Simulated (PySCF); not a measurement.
# Excitation energy of As by level of theory

As [Ar] 3d10 4s2 4p3 (4S) → As [Ar] 3d10 4s2 4p2 5s1 (4P), as a difference of total energies. All numbers are calculated (PySCF 2.14, scalar relativity through the core potential, in aug-cc-pwCVDZ-PP with ECP10MDF (6s5p4d1f, 48 functions)). Correlated levels: valence: 3s2 3p6 3d10 frozen; valence and next inner shell: nothing frozen outside the core potential. The calculations carry no spin-orbit coupling.

```tsv
method	excitation energy (eV)
UHF	6.432
LDA	6.368
PBE	6.339
PBE0	6.489
r2SCAN	6.749
TPSS	6.528
PW91	6.362
wB97M-V	6.405
r2SCAN0	6.749
MP2 (valence)	6.550
SCS-MP2 (valence)	6.497
MP2 (valence and next inner shell)	6.579
SCS-MP2 (valence and next inner shell)	6.508
```

How much does correlation contribute at MP2 (valence and next inner shell)?

6.579 − (6.432) = 0.147 eV, measured against UHF.

Errors of the correlated levels include the incompleteness of this basis and the frozen core.

For comparison: 6.460 eV (measured; NIST levels, between the centres of gravity of the two terms).
